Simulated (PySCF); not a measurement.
**C₆ coefficients of unlike pairs at PBE**

Calculated with PySCF 2.14 from the dipole response of each species, C₆(A,B) = (3/π) ∫ α_A(iu) α_B(iu) du, in atomic units, from isotropic polarisabilities. For ions this is the dispersion term alone; charge-induced terms of lower order in 1/R come first.

```json
{"species": "Rb⁺", "configuration": "[Kr] (1S)", "basis": "dyall-av2z (22s16p9d)", "relativity": "none", "α (bohr³)": "9.057", "C₆ (like pair)": "54.62"}
{"species": "Ag", "configuration": "[Kr] 4d10 5s1 (2S)", "basis": "def2-TZVPPD with the def2 core potential (28 electrons) (6s4p3d2f1g)", "relativity": "core potential", "α (bohr³)": "44.60", "C₆ (like pair)": "303.5"}
{"species": "Tc³⁺", "configuration": "[Kr] 4d4 (5D)", "basis": "x2c-TZVPPall with one added diffuse shell each of s, p, d, f type (9s7p7d3f1g)", "relativity": "spin-free X2C", "α (bohr³)": "5.443", "C₆ (like pair)": "24.67"}
{"species": "Sb³⁺", "configuration": "[Kr] 4d10 5s2 (1S)", "basis": "def2-TZVPPD with the def2 core potential (28 electrons) (7s5p4d2f)", "relativity": "core potential", "α (bohr³)": "10.18", "C₆ (like pair)": "47.93"}
```

(1) Estimate C₆ for Sb³⁺ with Ag.

No spin-orbit coupling is included.

The other pairs:

```
      pair     C₆
 Tc³⁺, Rb⁺  36.20
 Sb³⁺, Rb⁺  50.55
Sb³⁺, Tc³⁺  33.48
  Tc³⁺, Ag  70.69
   Ag, Rb⁺  110.6
```

Results:

(1) The integral gives 110.1. The combination rule 2 C_A C_B / (C_A α_B/α_A + C_B α_A/α_B) gives 104.2 and the geometric mean 120.6.
